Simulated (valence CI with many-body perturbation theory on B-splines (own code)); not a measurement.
# From CI to CI+MBPT in Ir61+

Calculated by valence CI with perturbative core correlation (CI+MBPT): six valence electrons over a frozen Dirac-Fock core [Ne], a basis of 9 s, 9 p, 8 d, 6 f, 3 g, 1 h functions for each j, with the one-electron correlation potential Σ1, the two-electron term Σ2, the three-electron term Σ3, Breit, model QED; selected CI, second order for the rest, scaled by the run's own slope (own B-spline code, finite nucleus).

The last digits are not significant, and no measured levels were compared; by estimate large intervals hold to a few tenths of a per cent, small ones and those within an open d or f shell to about a per cent. Among the levels kept, up to 950 cm⁻¹ of a level comes from second order outside the variational space, and about a tenth of that is noise between levels of different J, which matters for small intervals.

Each rung adds one term. CI alone is the Dirac-Coulomb CI over the frozen core; QED comes last and gives the full result, which names the levels. Energies are above (3s^2 3p1/2^2 3p3/2^2) J=2 on the same rung, in Ry.

Levels are named by their leading jj configuration (3d3/2^4 stands for four electrons in 3d with j = 3/2), which in mixed levels can hold well under half, so a name can repeat and another be missing.

| Level | CI alone |
| --- | --- |
| (3s^2 3p1/2^2 3p3/2^2) J=0 | 1.496 |
| (3s^2 3p1/2^2 3p3/2 3d3/2) J=2 | 18.362 |
| (3s^2 3p1/2^2 3p3/2 3d3/2) J=1 | 19.026 |
| (3s^2 3p1/2^2 3p3/2 3d3/2) J=0 | 18.989 |
| (3s^2 3p1/2^2 3p3/2 3d3/2) J=3 | 19.109 |
| (3s^2 3p1/2^2 3p3/2 3d5/2) J=4 | 25.971 |
| (3s^2 3p1/2^2 3p3/2 3d5/2) J=2 | 26.499 |
| (3s^2 3p1/2^2 3p3/2 3d5/2) J=3 | 27.985 |
| (3s^2 3p1/2^2 3p3/2 3d5/2) J=1 | 28.806 |
| (3s^2 3p1/2 3p3/2^3) J=1 | 31.230 |
| (3s^2 3p1/2 3p3/2^3) J=2 | 32.008 |
| (3s^2 3p1/2^2 3d3/2^2) J=2 | 37.504 |
| (3s^2 3p1/2^2 3d3/2^2) J=0 | 39.327 |
| (3s^2 3p1/2^2 3d3/2 3d5/2) J=3 | 45.452 |
| (3s 3p1/2^2 3p3/2^3) J=2 | 45.755 |
| (3s^2 3p1/2^2 3d3/2 3d5/2) J=2 | 46.300 |

Problem. What do these energies become with core correlation, Breit and QED?

Solution. (3s^2 3p1/2^2 3p3/2^2) J=0 1.532 (+0.0358); (3s^2 3p1/2^2 3p3/2 3d3/2) J=2 18.167 (-0.1955); (3s^2 3p1/2^2 3p3/2 3d3/2) J=1 18.836 (-0.1898); (3s^2 3p1/2^2 3p3/2 3d3/2) J=0 18.853 (-0.1365); (3s^2 3p1/2^2 3p3/2 3d3/2) J=3 18.869 (-0.2398); (3s^2 3p1/2^2 3p3/2 3d5/2) J=4 25.583 (-0.3882); (3s^2 3p1/2^2 3p3/2 3d5/2) J=2 26.132 (-0.3670); (3s^2 3p1/2^2 3p3/2 3d5/2) J=3 27.573 (-0.4119); (3s^2 3p1/2^2 3p3/2 3d5/2) J=1 28.458 (-0.3471); (3s^2 3p1/2 3p3/2^3) J=1 30.953 (-0.2772); (3s^2 3p1/2 3p3/2^3) J=2 31.685 (-0.3226); (3s^2 3p1/2^2 3d3/2^2) J=2 37.113 (-0.3908); (3s^2 3p1/2^2 3d3/2^2) J=0 39.010 (-0.3167); (3s^2 3p1/2^2 3d3/2 3d5/2) J=3 44.874 (-0.5786); (3s 3p1/2^2 3p3/2^3) J=2 45.351 (-0.4043); (3s^2 3p1/2^2 3d3/2 3d5/2) J=2 45.731 (-0.5686).

Problem. How does the ionisation energy move along the ladder, and which term matters most?

Solution. CI alone 6588.9, + Σ1 6589.8, + Σ2 6590.1, + Σ3 6589.3, + Breit 6583.3, + QED 6582.6 eV. The largest step is Breit, -6.0 eV. NIST lists 6580 ± 12 eV (theoretical).
